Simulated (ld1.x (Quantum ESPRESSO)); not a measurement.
# Before and after: TM potential for praseodymium (Pr)

| Quantity | Value |
| --- | --- |
| Element | Pr (Z = 59) |
| Generator | ld1.x (Quantum ESPRESSO) 7.5 |
| Type | norm-conserving Troullier–Martins (Kleinman–Bylander form) |
| Functional | BLYP |
| Relativity | scalar-relativistic |
| Frozen core | [Kr] 4d10 |
| Valence charge | 13 |
| Reference configuration | 4f3 5s2 5p6 5d0 6s0 6p0 (charge +2) |
| Partial waves | 5s (bound): rc 2.60 bohr; 5p (bound): rc 2.45 bohr; 5d (bound, empty): rc 2.95 bohr; 4f (bound): rc 1.25 bohr |
| Local potential | all-electron potential smoothed inside 2.30 bohr (lloc = -1) |
| Core correction | a·sin(br)/r model core inside 0.95 bohr |

All-electron outer shells of the reference configuration (BLYP, scalar-relativistic, ld1.x):

```json
{"shell": "4p", "level (eV)": "-227.56", "outermost node (bohr)": "0.32", "outermost maximum (bohr)": "0.60"}
{"shell": "4d", "level (eV)": "-122.92", "outermost node (bohr)": "0.30", "outermost maximum (bohr)": "0.64"}
{"shell": "5s", "level (eV)": "-51.61", "outermost node (bohr)": "0.74", "outermost maximum (bohr)": "1.35"}
{"shell": "5p", "level (eV)": "-33.95", "outermost node (bohr)": "0.79", "outermost maximum (bohr)": "1.53"}
{"shell": "4f", "level (eV)": "-13.71", "outermost node (bohr)": "–", "outermost maximum (bohr)": "0.69"}
{"shell": "5d", "level (eV)": "-13.49", "outermost node (bohr)": "0.90", "outermost maximum (bohr)": "2.17"}
{"shell": "6s", "level (eV)": "-13.41", "outermost node (bohr)": "1.79", "outermost maximum (bohr)": "3.40"}
{"shell": "6p", "level (eV)": "-9.73", "outermost node (bohr)": "2.10", "outermost maximum (bohr)": "4.10"}
```

Change: all radii but the core radius scaled by about 1.07 (s 2.78, p 2.62, d 3.14, f 1.34 bohr); local potential all-electron potential smoothed inside 2.46 bohr (lloc = -1).

Cutoffs: the cutoffs (Ry, on a coarse ladder) from which the occupation-weighted sum of valence levels, in a spherical-Bessel basis at the reference potential, stays within 10 and 1 mRy of its value at 400 Ry; they do not see the model core or the augmentation charge, which bear on the density cutoff. Errors are all-electron minus pseudo energies relative to the spin-unpolarised reference configuration.

Question: What does the change do?

Answer: The potential gets neither clearly harder nor softer (200 Ry and 230 Ry → 180 Ry and 230 Ry); the f channel sets the loose cutoff, while the largest relative change is in s, which becomes softer; of the 7 tests that both files solve, the error grows in 1 and shrinks in 6 by more than 15 % and 0.3 meV (median size 387.1 → 130.3 meV); neither file shows a bound ghost.

```tsv
quantity	base	changed
cutoff, loose	200 Ry	180 Ry
cutoff, tight	230 Ry	230 Ry
loose cutoff by channel (10 mRy a level)	s 12 Ry, p 10 Ry, f 180 Ry	s 6 Ry, p 10 Ry, f 160 Ry
bound ghosts	none	none
error for 4f3 5s2 5p6 5d0 6s2 6p0, meV [ΔE -16.38 eV]	+387	+130
error for 4f3 5s2 5p6 5d0 6s1 6p0, meV [ΔE -10.73 eV]	+271	+94
error for 4f2 5s2 5p6 5d0 6s0 6p0, meV [ΔE 21.42 eV]	+40	+9.1
error for 4f3 5s2 5p5 5d0 6s2 6p0, meV [ΔE 9.49 eV]	+741	+245
error for 4f2 5s2 5p6 5d1 6s2 6p0, meV [ΔE -15.30 eV]	+736	+307
error for 4f2 5s2 5p6 5d1 6s1 6p0, meV [ΔE -9.22 eV]	+474	+180
error for 4f3 5s2 5p6 5d0 6s0 6p2, meV [ΔE -11.56 eV]	+17	-66
```
